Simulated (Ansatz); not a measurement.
```yaml
crystal:
  periodic: [false, false, false]
  atoms:
    - {symbol: O, position_ang: [-0.560690, 1.920376, -0.059526]}
    - {symbol: Al, position_ang: [0.308463, 0.761649, -0.946900]}
    - {symbol: C, position_ang: [0.380334, -0.973178, -0.123787]}
    - {symbol: C, position_ang: [-0.224995, -1.152955, 1.041382]}
    - {symbol: F, position_ang: [-0.229922, -2.323123, 1.691709]}
    - {symbol: H, position_ang: [-0.681341, 2.824680, -0.342034]}
    - {symbol: H, position_ang: [0.982804, 1.132735, -2.329135]}
    - {symbol: H, position_ang: [0.889077, -1.837452, -0.546118]}
    - {symbol: H, position_ang: [-0.775130, -0.398933, 1.597311]}
basis:
  gaussian: {orbitals: def2-mTZVP, final_grid: {core_spheres: 1, valence_spheres: 1, degree: 3}}
hamiltonian: {xc: {name: r2SCAN}}
accuracy: high
output: {forces: true}
```

```sh
$ ansatz run in.yaml --threads 2 --pin off --events-out ev --progress --plain --max-ram 4352MiB
```

Shortened log:

```
Functional definition: r2SCAN
2349 factors; integrals over basis functions are off by at most 1.5e-8 eV
mean field evaluation 1: about -13486.3846 eV, gradient 8.2e1 eV
mean field evaluation 2: about -13444.0454 eV, gradient 1.5e2 eV
mean field evaluation 4: about -13498.8608 eV, gradient 1.2e1 eV
mean field evaluation 8: about -13499.2084 eV, gradient 3.1e-1 eV
mean field -13523.97471916 eV, -496.9969040498 hartree, gradient 2.3e-8 eV, S^2 0.000000; 2 other end points of the search recorded, 0 dependent functions left out
reference -13523.97471982 eV, -496.9969040742 hartree; 23, 23 occupied and 92, 92 virtual orbitals, 2349 factors
Total energy: -13523.97471982 eV, -496.9969040742 hartree
Atom 0 at    -0.560690     1.920376    -0.059526 Å, force   -12.245747    -9.389881   -12.528587 eV/Å
Atom 1 at     0.308463     0.761649    -0.946900 Å, force     4.829958   -30.432371    24.973048 eV/Å
Atom 2 at     0.380334    -0.973178    -0.123787 Å, force   -63.553580    37.464867    83.375355 eV/Å
Atom 3 at    -0.224995    -1.152955     1.041382 Å, force    60.462991   -20.456685   -92.443324 eV/Å
Atom 4 at    -0.229922    -2.323123     1.691709 Å, force     2.992965    35.689667   -19.290255 eV/Å
Atom 5 at    -0.681341     2.824680    -0.342034 Å, force    15.775048   -21.218023     9.000355 eV/Å
Atom 6 at     0.982804     1.132735    -2.329135 Å, force     0.072946     2.198206    -3.820758 eV/Å
Atom 7 at     0.889077    -1.837452    -0.546118 Å, force    -9.476196     5.148251    12.029027 eV/Å
Atom 8 at    -0.775130    -0.398933     1.597311 Å, force     1.141613     0.995969    -1.294859 eV/Å
Dipole moment:    -1.061372     1.220850    -1.534297 e Å
```

(1) Something in this input is off. What?

## Answers

(1) The integration grid is far too coarse. Self-consistency was reached. The result belongs to that input, not to the molecule as meant.
